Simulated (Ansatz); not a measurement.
`CCB(Cl)CC`. Charge 0, multiplicity 1.

```csv
atom,x (Å),y (Å),z (Å)
C1,2.0769,0.5704,1.5756
C2,0.6004,0.3739,1.2661
B3,0.1851,-0.1231,-0.1564
Cl4,1.3906,-0.9191,-1.1766
C5,-1.2677,0.0655,-0.7006
C6,-1.7361,-0.7944,-1.8648
H7,2.5175,1.3341,0.9304
H8,2.6412,-0.3498,1.4138
H9,2.2311,0.8817,2.6112
H10,0.0262,1.2810,1.4943
H11,0.1737,-0.3806,1.9481
H12,-1.9635,-0.0043,0.1454
H13,-1.3104,1.1309,-0.9831
H14,-1.0835,-0.6765,-2.7317
H15,-1.7293,-1.8546,-1.6006
H16,-2.7521,-0.5352,-2.1710
```

(1) List the harmonic frequencies (cm⁻¹, unscaled) at PBE0-D4/def2-TZVP in Ansatz. (Best estimate.)

(2) Is this a minimum?

(3) Give the ideal-gas thermochemistry at 298.15 K and 1 bar (rigid rotor, harmonic oscillator; point group C2, symmetry number 2).

Results:

(1) The calculation gave: 33, 70, 168, 170, 209, 217, 343, 354, 495, 554, 611, 751, 919, 947, 967, 987, 1009, 1083, 1118, 1119, 1252, 1264, 1311, 1366, 1407, 1410, 1419, 1423, 1493, 1493, 1495, 1495, 2991, 2993, 3046, 3049, 3053, 3054, 3121, 3121, 3131, 3132.

(2) Yes, all 42 modes are real.

(3) Zero-point energy 356.7 kJ/mol; H(298) − E = 381.7 kJ/mol; entropy 378.2 J/(mol·K), of which translation 166.8, rotation 111.3, vibration 100.1; G(298) − E = 268.9 kJ/mol. Modes under 100 cm⁻¹ are hindered rotations or soft bends, so the harmonic entropy is rough.
